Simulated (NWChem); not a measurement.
# C$_{2}$H$_{2}$BrCl; SMILES C(/Br)=C/Cl

Program: NWChem. Structure relaxed at the PBE0/def2-SVP level. Gas phase, vertical.

PBE0/def2-SVPD, TDA puts singlet state 3 at 6.43 eV with oscillator strength 0.321.

**Question.** Give the wavelength, the transition dipole and the radiative lifetime of that state in vacuum.

**Answer.** 
1. λ = 1239.84/6.43 = 193 nm, or 51860 cm⁻¹.
2. f = (2/3) ΔE μ² in atomic units, so μ = √(1.5 f/ΔE) = 1.43 a.u. = 3.63 D.
3. τ = 1.499 s cm⁻² / (f ν²) = 1.7 ns, for a non-degenerate state that emits at the vertical energy; a higher state like this one mostly decays faster by other paths.
